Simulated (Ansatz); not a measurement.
Stepwise reaction of `FB(F)S` with hydrogen sulfide, as a gas-phase model of exchange steps in deposition or etching. ΔE in kJ/mol; ΔG adds harmonic PBE0-D4 terms to CCSD(T)/CBS, at 1 bar.

Isolated molecules relaxed with PBE0-D4/def2-TZVP in Ansatz; ΔE leaves out vibrations. CCSD(T)/CBS adds triple-zeta CCSD(T) − MP2 to the extrapolated MP2 energy (def2 sets, frozen cores). This one scheme is used for every species. DFT in def2-TZVPP. B3LYP here is the variant with VWN-RPA as its local correlation; programs differ in this. Each species was taken in one conformer, which may not be the lowest.

```csv
step,reaction,PBE-D4,B3LYP-D4,ωB97M-V,CCSD(T)/CBS,ΔG(600 K)
1,`FB(F)S` + H₂S → `FB(S)S` + H–F,69.2,82.1,83.2,75.0,87.6
2,`FB(S)S` + H₂S → `SB(S)S` + H–F,54.3,65.8,67.7,54.7,61.1
```

(1) By hand: ΔE of the 2 steps together at CCSD(T)/CBS.

## Answers

(1) (75.0) + (54.7) = 129.7 kJ/mol, or 64.8 kJ/mol a step.

In ΔE each step is lower than the one before. All are uphill at CCSD(T)/CBS. ΔG lies between 61.1 and 87.6 kJ/mol a step. PBE-D4 differs from CCSD(T)/CBS by -5.8 to -0.4 kJ/mol a step. Isolated molecules leave out the surface, adducts and barriers. Largest T1 diagnostic: 0.013.
